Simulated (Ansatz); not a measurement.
Cost and result for the atomization energy of `[SiH3][N]([SiH3])[Ge][Cl]` (11 atoms, 10 bonds).

```xyz
11

Si    0.518    0.926   -1.360
N    -0.134    0.402    0.171
Si   -0.076   -1.311    0.547
Ge   -0.838    1.708    1.268
Cl   -1.459    0.391    2.934
H     1.963    0.601   -1.470
H    -0.201    0.296   -2.496
H     0.340    2.404   -1.421
H     0.583   -1.955   -0.625
H    -1.434   -1.884    0.699
H     0.739   -1.579    1.754
```

Charge 0, multiplicity 1. Correlated methods include outer-core shells of Ge, which these sets cover unevenly. Scalar relativity is left out up to krypton. The geometry is a stationary point of PBE0-D4/def2-TZVP. It is one conformer, not always the lowest. Program: Ansatz. All runs use 4 threads of an AMD EPYC 9R45 on a shared host. Times are those of one run each, without the atoms' runs, and a repeat can differ threefold. Electronic energies, without spin–orbit coupling; frozen cores. CCSD(T)/CBS adds CCSD(T) − MP2 in def2-TZVPP to the MP2 limit, and its time is that of the two runs behind it. T1 = 0.014. With those shells the extrapolation isn't a true limit. B3LYP takes the VWN-RPA correlation (the form of Gaussian; ORCA's B3LYP/G). HSE06 is the plane-wave form, built on full-range PBE exchange.

CCSD(T)/CBS is a level of theory with its own doubt, some kJ/mol a heavy atom from the limit and from the frozen cores, so smaller differences don't rank the functionals.

```
                            level  functions  wall time
             revPBE-D4/def2-TZVPP        289      1.2 s
  PBE-D4/def2-TZVPP (with forces)        289      1.5 s
              BHLYP-D4/def2-TZVPP        289      2.3 s
              HSE06-D4/def2-TZVPP        289      2.5 s
          CAM-B3LYP-D4/def2-TZVPP        289      2.6 s
            r2SCANh-D4/def2-TZVPP        289      3.1 s
B3LYP-D4/def2-TZVPP (with forces)        289      3.4 s
              PBE-QIDH/def2-TZVPP        289      3.6 s
                 CCSD(T)/def2-SVP        130      4.1 s
 ωB97M-V/def2-TZVPP (with forces)        289        7 s
                   MP2/def2-QZVPP        536       15 s
               CCSD(T)/def2-TZVPP        289      110 s
                CCSD(T)/CBS(def2)          –    2.1 min
```

Task: What atomization energy does each give, and how far from CCSD(T)/CBS? (Estimate.)

Result: Ansatz gave: 
| level | atomization (kcal/mol) | difference from CCSD(T)/CBS | per bond |
| --- | --- | --- | --- |
| revPBE-D4/def2-TZVPP | 802.6 | -18.9 | -1.9 |
| PBE-D4/def2-TZVPP (with forces) | 817.3 | -4.2 | -0.4 |
| BHLYP-D4/def2-TZVPP | 803.5 | -18.0 | -1.8 |
| HSE06-D4/def2-TZVPP | 808.0 | -13.5 | -1.4 |
| CAM-B3LYP-D4/def2-TZVPP | 819.6 | -1.9 | -0.2 |
| r2SCANh-D4/def2-TZVPP | 811.3 | -10.2 | -1.0 |
| B3LYP-D4/def2-TZVPP (with forces) | 818.6 | -2.9 | -0.3 |
| PBE-QIDH/def2-TZVPP | 805.2 | -16.3 | -1.6 |
| CCSD(T)/def2-SVP | 750.9 | -70.6 | -7.1 |
| ωB97M-V/def2-TZVPP (with forces) | 820.3 | -1.2 | -0.1 |
| MP2/def2-QZVPP | 816.0 | -5.5 | -0.6 |
| CCSD(T)/def2-TZVPP | 795.0 | -26.5 | -2.6 |
| CCSD(T)/CBS(def2) | 821.5 | 0.0 | 0.0 |

From r2SCAN to r2SCAN0 (25 % exact exchange), in def2-TZVPP and without D4, the atomization energy moves by −11.6 kcal/mol: exact exchange takes away binding that semilocal exchange gives to molecules. The D4 term adds +14.9 kcal/mol with B3LYP and +7.8 kcal/mol with PBE0; it sums over pairs of atoms, weighted by their polarisabilities, and B3LYP, whose exchange is more repulsive, gets the larger term. In def2-TZVPP, CCSD(T) changes the Hartree–Fock value by +205.1 kcal/mol (the triples alone add +12.7 kcal/mol) and MP2 by +210.2 kcal/mol; breaking electron pairs costs correlation energy, which Hartree–Fock lacks.

For some Ge, Se and Sn compounds the MP2-based and the directly extrapolated limit differ by 10 to 25 kJ/mol.
